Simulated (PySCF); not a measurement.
ErS: energy against distance

Set-up: PySCF, spin-free X2C with a Gaussian nucleus, basis sets Er x2c-TZVPall, S x2c-TZVPall. Energies in eV from Er (4f12 6s2) + S in their ground configurations at the same level. All curves are PBE0. state 1: quintet, about 11.1 electrons in the 4f shell (Mulliken), real f orbitals that mix terms; state 2: Ms = 1 determinant of mixed spin, about 11.2 electrons in the 4f shell (Mulliken), real f orbitals that mix terms, a second solution, started from another occupation; state 3: triplet, about 12.0 electrons in the 4f shell (Mulliken), real f orbitals that mix terms, a second solution, started from another occupation.

```json
{"R (Å)": "1.946", "state 1": "-2.398", "state 2": "-2.316", "state 3": "-1.224"}
{"R (Å)": "2.037", "state 1": "-3.276", "state 2": "-3.173", "state 3": "-2.212"}
{"R (Å)": "2.127", "state 1": "-3.763", "state 2": "-3.653", "state 3": "-2.848"}
{"R (Å)": "2.195", "state 1": "-3.935", "state 2": "-3.825", "state 3": "-3.144"}
{"R (Å)": "2.263", "state 1": "-3.980", "state 2": "-3.877", "state 3": "-3.318"}
{"R (Å)": "2.331", "state 1": "-3.925", "state 2": "-3.838", "state 3": "-3.394"}
{"R (Å)": "2.421", "state 1": "-3.739", "state 2": "-3.685", "state 3": "-3.377"}
{"R (Å)": "2.535", "state 1": "-3.385", "state 2": "-3.394", "state 3": "-3.220"}
{"R (Å)": "2.670", "state 1": "-2.867", "state 2": "-2.980", "state 3": "-2.908"}
{"R (Å)": "2.851", "state 1": "-2.147", "state 2": "", "state 3": "-2.405"}
```

**Question.** Put a parabola through the three lowest points of the state 1 curve and estimate Re, k and ωe (reduced mass 26.81 u; 1 eV/Å² = 0.16022 mdyn/Å; ωe = 1302.8·√(k/μ) cm⁻¹).

**Answer.** Through R = 2.195, 2.263, 2.331 Å the second-order coefficient is 10.8 eV/Å², so Re ≈ 2.260 Å, k ≈ 3.46 mdyn/Å and ωe ≈ 468 cm⁻¹. A polynomial fit of higher order to the unrounded PBE0 energies gives Re = 2.257 Å, k = 3.50 mdyn/Å, ωe = 471 cm⁻¹; anharmonicity and rounding make the difference.

The higher-order fit for each curve: state 1: Re = 2.257 Å, ωe = 471 cm⁻¹, De = 3.98 eV; state 2: Re = 2.264 Å, ωe = 445 cm⁻¹, minimum 3.88 eV below the ground-state fragments; state 3: Re = 2.362 Å, ωe = 390 cm⁻¹, minimum 3.40 eV below the ground-state fragments.

⟨S²⟩ of the unrestricted solution departs from its pure value on part of the curve, where spin states mix. These are scalar-relativistic numbers at best; spin–orbit coupling would shift them, the dissociation energy most. The state is the lowest single determinant that the PBE0 search found; with open d or f shells the true ground state can be another one.
